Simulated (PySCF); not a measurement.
NMR data sheet: C$_{6}$H$_{9}$N$_{3}$

```
Formula                               : C6H9N3
SMILES                                : CCc1ncc(C)nn1
Point group of the computed structure : C1
Degrees of unsaturation               : 4
Carbon signals                        : 6
Proton signals                        : 4
```

Molfile (atoms numbered from 1):
```
C6H9N3
     RDKit          3D

 18 18  0  0  0  0  0  0  0  0999 V2000
   -2.9710    0.4847    0.0232 C   0  0  0  0  0  0  0  0  0  0  0  0
   -2.1488   -0.6761   -0.5411 C   0  0  0  0  0  0  0  0  0  0  0  0
   -0.6912   -0.4045   -0.3643 C   0  0  0  0  0  0  0  0  0  0  0  0
   -0.1136   -0.8044    0.7760 N   0  0  0  0  0  0  0  0  0  0  0  0
    1.1660   -0.5361    0.9031 C   0  0  0  0  0  0  0  0  0  0  0  0
    1.8651    0.1308   -0.1150 C   0  0  0  0  0  0  0  0  0  0  0  0
    3.3191    0.4443   -0.0326 C   0  0  0  0  0  0  0  0  0  0  0  0
    1.2112    0.5029   -1.2052 N   0  0  0  0  0  0  0  0  0  0  0  0
   -0.0572    0.2383   -1.3293 N   0  0  0  0  0  0  0  0  0  0  0  0
   -2.7308    1.4050   -0.5037 H   0  0  0  0  0  0  0  0  0  0  0  0
   -2.7580    0.6198    1.0813 H   0  0  0  0  0  0  0  0  0  0  0  0
   -4.0318    0.2798   -0.0953 H   0  0  0  0  0  0  0  0  0  0  0  0
   -2.3999   -1.5952   -0.0110 H   0  0  0  0  0  0  0  0  0  0  0  0
   -2.3570   -0.7902   -1.6051 H   0  0  0  0  0  0  0  0  0  0  0  0
    1.6447   -0.8540    1.8216 H   0  0  0  0  0  0  0  0  0  0  0  0
    3.6301    0.9593   -0.9368 H   0  0  0  0  0  0  0  0  0  0  0  0
    3.5202    1.0755    0.8313 H   0  0  0  0  0  0  0  0  0  0  0  0
    3.8941   -0.4736    0.0780 H   0  0  0  0  0  0  0  0  0  0  0  0
  1  2  1  0
  2  3  1  0
  3  4  2  0
  4  5  1  0
  5  6  2  0
  6  7  1  0
  6  8  1  0
  8  9  2  0
  9  3  1  0
  1 10  1  0
  1 11  1  0
  1 12  1  0
  2 13  1  0
  2 14  1  0
  5 15  1  0
  7 16  1  0
  7 17  1  0
  7 18  1  0
M  END
```

- GIAO PBE0/pcSseg-1 shieldings
- geometry: GFN2-xTB
- run in PySCF 2.14
- one computed conformer, averaged over atoms made equivalent by symmetry, fast rotation or ring inversion, no solvent, non-relativistic

Referencing at the same level of theory: TMS for ¹H (σ = 31.72 ppm) and ¹³C (σ = 186.93 ppm); ¹⁵N (σ = 267.73 ppm) against NH3.

| carbon | δC, type | δH (multiplicity) | HMBC from (2–3 bonds) | span of the C tensor (ppm) |
| --- | --- | --- | --- | --- |
| C1 | 18.7, CH3 | 1.47 (t) | H13/H14 | 27 |
| C2 | 36.5, CH2 | 3.27 (q) | H10/H11/H12 | 38 |
| C3 | 176.0, C | – | H15, H13/H14, H10/H11/H12 | 220 |
| C5 | 153.9, CH | 8.61 (s) | H16/H17/H18 | 219 |
| C6 | 161.4, C | – | H15, H16/H17/H18 | 262 |
| C7 | 22.0, CH3 | 2.89 (s) | H15 | 41 |

Other nuclei:
```tsv
atoms	nucleus	environment	δ (ppm)	σ (ppm)
N8	¹⁵N	pyridine-type ring nitrogen	482.4	-214.7
N9	¹⁵N	pyridine-type ring nitrogen	431.4	-163.7
N4	¹⁵N	pyridine-type ring nitrogen	328.6	-60.9
```

1. Carbon types of the structure: 2 × C, 1 × CH, 1 × CH2, 2 × CH3, which accounts for all hydrogens.
2. δC 176.0, 161.4: substituted aromatic carbon next to a ring nitrogen.
3. δC 153.9: aromatic CH next to a ring nitrogen; the adjacent pyridine-type nitrogen withdraws density from it.
4. δC 36.5: sp3 CH2 on an aromatic ring; a saturated carbon with 2 carbon neighbours and no heteroatom attached.
5. δC 18.7: methyl carbon; aliphatic region, no heteroatom directly attached.
6. δH 8.61: hydrogen on an aromatic CH next to a ring nitrogen; ring current plus the neighbouring ring nitrogen.

Shifts are as computed. Against solution values, carbons near 30 ppm lie about +3 ppm off and those near 130 ppm about +5 ppm. Of 1211 compounds with measured shifts, 218 miss one by over three times the rms of a fit or turn the order of signals round; such compounds aren't used in these exercises. Experimental scales use liquid or dissolved standards, which lie at an offset from isolated NH3 (liquid NH3: subtract about 20 ppm). Unscaled 15N shifts of sp2 nitrogen come out 20 to 40 ppm too high even then. Multiplicities follow the n + 1 count of equivalent neighbours, as no J values were calculated; m marks all less simple cases, F and P coupling included.
